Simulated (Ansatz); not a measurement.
**Two structures, one formula**

The two ends of one reaction step of SiPH$_{7}$SO, closed shell (PBE0-D4/def2-TZVP).

A:

```
11
angstrom
Si -0.9152 0.2984 -0.1772
S 0.9004 -2.7412 1.2171
H -1.1863 -0.9389 -0.9554
H -1.1438 0.0813 1.2683
O -1.9574 1.5081 -0.5944
H 1.8511 -1.9205 0.7420
P 1.2649 0.7872 -0.4990
H 0.9052 -2.1397 2.4161
H -1.9469 1.8091 -1.5038
H 1.1392 2.1274 -0.0460
H 1.0886 1.1287 -1.8675
```

B:

Si1  (-1.675, -0.425, 0.270)
S2  (-0.807, -2.364, 0.176)
H3  (-3.136, -0.685, 0.196)
H4  (-1.315, 0.286, 1.515)
O5  (-1.159, 0.577, -0.931)
H6  (3.317, 0.981, 0.565)
P7  (2.012, 0.557, 0.204)
H8  (0.438, -1.891, 0.379)
H9  (-1.218, 0.240, -1.827)
H10  (1.396, 1.768, 0.602)
H11  (2.148, 0.956, -1.149)
(Å)

Program: Ansatz 0.2.0. Basis: def2-TZVPP. Cores are frozen in the correlated methods. B3LYP uses VWN-RPA correlation.

(1) Which structure is lower at CCSD(T), and by how much? (Judge from chemistry; the value comes from the calculation.)

T1 diagnostic: at most 0.012.

## Answers

(1) Computed: B, by 12.33 kcal/mol (electronic energy, against the other). By their contacts, A is a complex of SiPH₅O ([OH][SiH2][PH2]) + H₂S and B is a complex of SiH₄SO ([OH][SiH2][SH]) + PH₃.

All methods give the same order:

```
      method  E(B) − E(A) (kcal/mol)
       SPW92                  -11.41
      PBE-D4                  -11.14
     BLYP-D4                  -12.09
   r2SCAN-D4                  -12.30
      B97M-V                  -11.84
     PBE0-D4                  -11.64
    B3LYP-D4                  -12.42
  r2SCAN0-D4                  -12.50
    BHLYP-D4                  -13.13
CAM-B3LYP-D4                  -12.73
     wB97X-V                  -12.33
     wB97M-V                  -12.67
      B2PLYP                  -12.62
    PBE-QIDH                  -12.44
  RPA on PBE                  -12.11
          HF                  -13.63
         MP2                  -13.19
        CCSD                  -12.39
     CCSD(T)                  -12.33
```

Labels in which every atom is bracketed show which atoms are joined, not bond orders.

For scale, one of the runs: CCSD(T)/def2-TZVPP, 255 basis functions, launched by `ansatz run in.yaml --threads 4 --pin off --events-out ev --progress --plain --max-ram 9574MiB`. The run took 100 s on 4 CPU threads of an Arm Neoverse V2 (shared host), with 5.2 GiB of host memory at its peak.
